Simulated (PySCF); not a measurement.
**Correlation energy of Zn(2+) (zinc, charge +2)**

[Ar] 3d10, closed-shell 1S. Calculation: PySCF 2.14, in aug-cc-pVDZ-PP with ECP10MDF; a scalar-relativistic core potential. Frozen: 3s2 3p6; 10 electrons correlated.

```tsv
level	correlation energy (mhartree)
CCSD	-352.17
(T)	-7.16
CCSD(T)	-359.33
```

Diagnostics: T1 = 0.0078, D1 = 0.0111, largest double amplitude 0.017.

Is a single reference adequate?

Yes: T1 lies below 0.03 and no double amplitude reaches 0.07.
